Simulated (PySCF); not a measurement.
## Two-component Hartree-Fock for Lu(36+) (lutetium, charge +36)

Start: [Ar] 3d10 4s2 4p5; 4p1/2 filled at m_j = -1/2, +1/2; 4p3/2 filled at m_j = -1/2, +1/2, +3/2. Calculated with PySCF 2.14 in an uncontracted even-tempered set (17 s from 3.9 bohr⁻², ratio 2.8; 14 p from 5.1 bohr⁻², ratio 2.8; 8 d from 9 bohr⁻², ratio 2.8; 4 f from 25 bohr⁻², ratio 3): generalised Hartree-Fock with the X2C-1e Hamiltonian and a Gaussian nucleus; one run each with spin-orbit coupling (SO) switched off, then screened by Boettger's factors.

```tsv
spinor shell	electrons	ε, spin-free (eV)	ε, screened SO (eV)	weight of nominal j (screened SO)	rms radius, screened SO (bohr)
1s1/2	2	-65198.6	-65180.7	1.000	0.0219
2s1/2	2	-12514.0	-12507.7	1.000	0.0885
2p1/2	2	-11196.1	-11991.7	1.000	0.0753
2p3/2	4	-11196.1	-10866.5	1.000	0.0824
3s1/2	2	-4033.3	-4030.7	1.000	0.224
3p1/2	2	-3627.7	-3805.2	1.000	0.215
3p3/2	4	-3627.7	-3552.0	1.000	0.229
3d3/2	4	-3148.0	-3179.2	1.000	0.202
3d5/2	6	-3148.0	-3124.3	1.000	0.206
4s1/2	2	-1811.9	-1810.9	1.000	0.474
4p1/2	2	-1661.3	-1714.8	0.999	0.471
4p3/2	3	-1661.3	-1638.2	0.999	0.494
```

```
   quantity     spin-free   screened SO
E (hartree)  -13795.09867  -13810.50760
        M_J           3/2           3/2
       ⟨J²⟩         3.751         3.751
       ⟨L²⟩         2.001         2.060
       ⟨S²⟩         0.750         0.810
```

Each row is a mean over spinors that exchange with the open shell spreads, by up to 11.773 eV (4s1/2).

Breit and QED terms are absent; they matter most for the inner s and p1/2 levels.

Densities and radii are taken from the X2C orbitals without a picture-change correction, which distorts them close to the nucleus.

Without spin-orbit coupling the j labels of p, d and f shells carry no meaning; the spin-free column gives the mean over the occupied spinors of each nl shell.
